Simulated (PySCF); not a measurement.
# EPR parameters of C7H11O

Species: C7H11O (doublet state).
Geometry (GFN2-xTB, Å), atoms numbered from 1 in this order:
```xyz
19
C7H11O angstrom
C     -2.1648    1.4410   -1.1905
C     -1.8252    0.6591   -0.0645
O     -2.4597    0.6779    0.9878
C     -0.6004   -0.2462   -0.2371
C     -0.6679   -1.4329    0.7130
C      0.6285    0.6403    0.0480
C      1.8981   -0.0750   -0.2879
C      2.8350   -0.3728    0.5920
H     -1.6104    1.3774   -2.1092
H     -3.0986    1.9766   -1.1967
H     -0.5482   -0.5990   -1.2715
H      0.2524   -2.0102    0.6645
H     -1.5037   -2.0776    0.4510
H     -0.8177   -1.0814    1.7309
H      0.6217    0.9260    1.1011
H      0.5603    1.5507   -0.5556
H      2.0134   -0.3530   -1.3279
H      2.7359   -0.1091    1.6322
H      3.7416   -0.8826    0.3130
```

The hyperfine couplings belong to this conformer and change with its torsions.

As a line formula: `C=CC[C@@H](C)C([CH2])=O` [radical].

Method used: PySCF, UKS B3LYP, pcH-1 on C H O, non-relativistic, mean-field spin-orbit, GIAO. One conformer (not necessarily the lowest) at the GFN2-xTB geometry, without solvent, vibrations or thermal averaging. Couplings are sensitive to structure, and on GFN2-xTB geometries they can be far from those on DFT ones. Stability of the SCF solution: not tested.

* g1, g2, g3: 2.00212, 2.00417, 2.00873
* g_iso: 2.00501
* Form of g: rhombic: the two nearest values differ by 31 % of g3 − g1
* ⟨S²⟩: 0.7642 (exact 0.7500)
* HOMO–LUMO gap, α and β orbitals: 7.04, 3.18 eV

Hyperfine couplings atom by atom, in 10⁻⁴ cm⁻¹; T1 to T3 are the principal values of the dipolar part (1 × 10⁻⁴ cm⁻¹ = 2.998 MHz):

| atom | isotope | a_iso | T1 | T2 | T3 | Mulliken spin population |
| --- | --- | --- | --- | --- | --- | --- |
| C1 | 13C | 23.7 | -22.4 | -22.2 | 44.6 | 0.89 |
| C2 | 13C | -13.8 | -5.5 | 1.7 | 3.8 | -0.13 |
| O3 | 17O | -6.7 | -31.5 | 15.6 | 15.9 | 0.31 |
| C4 | 13C | 0.0 | -0.4 | -0.3 | 0.7 | 0.00 |
| C5 | 13C | -0.4 | -0.1 | -0.1 | 0.2 | 0.00 |
| C6 | 13C | 1.1 | -0.5 | -0.4 | 0.9 | 0.01 |
| C7 | 13C | 0.2 | -0.1 | -0.1 | 0.2 | 0.00 |
| C8 | 13C | 0.2 | -0.1 | 0.0 | 0.1 | 0.00 |
| H9 | 1H | -17.3 | -10.8 | -0.6 | 11.4 | -0.04 |
| H10 | 1H | -17.6 | -10.1 | -0.8 | 10.9 | -0.04 |
| H11 | 1H | 0.8 | -1.1 | -0.8 | 1.9 | 0.00 |
| H12 | 1H | -0.1 | -0.3 | -0.2 | 0.5 | 0.00 |
| H13 | 1H | 0.5 | -0.5 | -0.3 | 0.8 | 0.00 |
| H14 | 1H | 0.1 | -0.6 | -0.5 | 1.1 | 0.00 |
| H15 | 1H | 0.5 | -0.6 | -0.2 | 0.9 | 0.00 |
| H16 | 1H | 1.7 | -1.2 | -0.5 | 1.7 | 0.00 |
| H17 | 1H | -0.1 | -0.3 | -0.2 | 0.5 | 0.00 |
| H18 | 1H | 0.1 | -0.2 | -0.1 | 0.3 | 0.00 |
| H19 | 1H | 0.3 | -0.1 | -0.1 | 0.2 | 0.00 |

The largest Mulliken spin populations are on C1 (+0.89), O3 (+0.31) and C2 (-0.13). The positive populations add up to 1.21 and the negative ones to -0.21, together 2S = 1. The angles at C1 add up to 359.1°, so it is planar; its axial dipolar tensor and the negative couplings of its protons fit spin in a p orbital normal to that plane.

Axes: g3 points within 12° of the C2–O3 bond.

Under fast tumbling the dipolar parts average out, and these isotropic splittings remain: 1 × 1H (H10, I = 1/2, 2 lines) with 1.88 mT, 1 × 1H (H9, I = 1/2, 2 lines) with 1.85 mT, 1 × 1H (H16, I = 1/2, 2 lines) with 0.18 mT, 1 × 1H (H11, I = 1/2, 2 lines) with 0.08 mT and 1 × 1H (H15, I = 1/2, 2 lines) with 0.06 mT.

H9 and H10 aren't averaged: C1 is flat or nearly so (angle sum 359°), and its turn about the short C1–C2 bond (1.41 Å) is taken as slow.

The 17O coupling of O3 (-20.0 MHz) shows only in satellite lines or after enrichment, since that isotope makes up about 0.038 % of natural oxygen.

The 13C coupling of C1 (71.0 MHz) shows only in satellite lines or after enrichment, since that isotope makes up about 1.07 % of natural carbon.

Examples of negative spin density at the nucleus (bohr⁻³): C2 (-0.0368), H10 (-0.0118) and H9 (-0.0116).

On one thread, Arm Neoverse V2 (aarch64), no GPU (shared host), this took 1.9 min of wall time (grids of density and orbitals included) and 1.1 GiB of memory at its peak.
